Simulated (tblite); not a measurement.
C8H10N2Si.
SMILES with atom numbers: `[SiH3:1][CH2:2][c:3]1[cH:4][n:5]2[cH:6][cH:7][cH:8][cH:9][c:10]2[n:11]1` (hydrogens: H12, H13, H14 on Si1; H15, H16 on C2; H17 on C4; H18 on C6; H19 on C7; H20 on C8; H21 on C9)

Structure used (GFN2-xTB), in Å, numbered top down from 1:
```xyz
21
C8H10N2Si angstrom
Si     3.471    0.387    0.709
C      2.517   -0.804   -0.440
C      1.068   -0.521   -0.371
C      0.325    0.311   -1.186
N     -0.946    0.284   -0.705
C     -2.079    0.898   -1.110
C     -3.239    0.686   -0.428
C     -3.260   -0.169    0.692
C     -2.115   -0.794    1.105
C     -0.925   -0.573    0.402
N      0.289   -1.051    0.598
H      3.240    1.760    0.251
H      4.899    0.074    0.603
H      3.011    0.235    2.085
H      2.693   -1.831   -0.121
H      2.866   -0.698   -1.467
H      0.607    0.888   -2.043
H     -2.007    1.542   -1.975
H     -4.144    1.175   -0.751
H     -4.188   -0.325    1.218
H     -2.091   -1.455    1.955
```

Calculated harmonic vibrations of the isolated species, GFN2-xTB (tblite), most abundant isotopes, no scaling. This tight-binding method is rough: wavenumbers can miss measured ones by several per cent, in bad cases by 10 to 20. Modes of hydrogen on silicon can be 10 to 20 % off. One conformer, not necessarily the lowest.

Harmonic wavenumbers (cm⁻¹): 26.8, 67.5, 99.8, 160.1, 225.1, 244.5, 322.2, 415.5, 441.9, 476.9, 503.4, 536.2, 550.5, 610.2, 633.0, 691.9, 705.9, 712.5, 748.3, 764.7, 767.0, 784.8, 788.9, 799.1, 851.5, 854.8, 882.4, 890.5, 910.2, 1027.1, 1058.9, 1080.8, 1129.7, 1139.2, 1156.6, 1203.4, 1225.8, 1262.8, 1320.7, 1365.6, 1366.2, 1441.6, 1478.0, 1487.7, 1522.3, 1550.1, 1626.8, 2241.6, 2254.8, 2307.0, 2987.5, 3002.1, 3082.3, 3097.8, 3115.6, 3125.8, 3171.7.

A = 2846, B = 523.5, C = 482.7 MHz; mass 162.061 u (most abundant isotopes); point group C1, symmetry number 1.

Zero-point energy?

½Σν̃ = 34148 cm⁻¹ = 97.63 kcal/mol.

Give the ideal-gas entropy at 273.15 K and 1 bar in the rigid-rotor, harmonic-oscillator model (classical rotation).

Translation 40.75, rotation 30.22, vibration 27.07: S = 98.0 cal/(mol K).

And Cp and H(273.15 K) − H(0)?

Cp = 39.47 cal/(mol K), of which vibrations give 31.53 (their classical limit is 57 R = 113.3); H(273.15 K) − H(0) = 6.09 kcal/mol without the zero-point energy, 3.92 from vibrations.

Which modes carry the vibrational entropy at 273.15 K?

26.8 cm⁻¹: 5.88; 67.5 cm⁻¹: 4.05; 99.8 cm⁻¹: 3.29; 160.1 cm⁻¹: 2.38; 225.1 cm⁻¹: 1.76; 244.5 cm⁻¹: 1.62 cal/(mol K); the other 51 give 8.09 together.

Blend soft modes into free rotors: weight 1/[1 + (100 cm⁻¹/ν̃)⁴] for the oscillator and the rest for a rotor with moment μB/(μ + B), μ = h/(8π²ν), B = 10⁻⁴⁴ kg m². What vibrational entropy results?

24.30 cal/(mol K) in place of 27.07, which changes −T·S at 273.15 K by +0.76 kcal/mol.

How do the functions run with temperature in this model?

```json
{"T (K)": "50", "S (cal/(mol K))": "61.6", "Cp (cal/(mol K))": "13.0", "H − H(0) (kcal/mol)": "0.52", "G − H(0) (kcal/mol)": "-2.56", "ln q(vib)": "0.85"}
{"T (K)": "100", "S (cal/(mol K))": "72.0", "Cp (cal/(mol K))": "17.5", "H − H(0) (kcal/mol)": "1.28", "G − H(0) (kcal/mol)": "-5.92", "ln q(vib)": "2.08"}
{"T (K)": "298.15", "S (cal/(mol K))": "101.6", "Cp (cal/(mol K))": "43.0", "H − H(0) (kcal/mol)": "7.12", "G − H(0) (kcal/mol)": "-23.19", "ln q(vib)": "7.08"}
{"T (K)": "373.15", "S (cal/(mol K))": "112.4", "Cp (cal/(mol K))": "52.7", "H − H(0) (kcal/mol)": "10.71", "G − H(0) (kcal/mol)": "-31.22", "ln q(vib)": "9.14"}
{"T (K)": "500", "S (cal/(mol K))": "129.8", "Cp (cal/(mol K))": "66.2", "H − H(0) (kcal/mol)": "18.30", "G − H(0) (kcal/mol)": "-46.58", "ln q(vib)": "12.75"}
{"T (K)": "750", "S (cal/(mol K))": "160.3", "Cp (cal/(mol K))": "83.9", "H − H(0) (kcal/mol)": "37.26", "G − H(0) (kcal/mol)": "-82.95", "ln q(vib)": "19.90"}
{"T (K)": "1000", "S (cal/(mol K))": "186.0", "Cp (cal/(mol K))": "94.7", "H − H(0) (kcal/mol)": "59.69", "G − H(0) (kcal/mol)": "-126.32", "ln q(vib)": "26.66"}
```

q(vib) and H(0) count from the zero-point level.

What must be added to the electronic energy to get the Gibbs energy at 273.15 K and 1 bar?

ZPE + [H(273.15 K) − H(0)] − T·S = 97.63 + 6.09 − 26.78 = 76.94 kcal/mol.

Hindered rotation and anharmonicity are outside this model. Other conformers, if any are populated, would add a mixing term that is left out. The structure is chiral; the term R ln 2 for an equal mix with its mirror image is left out.
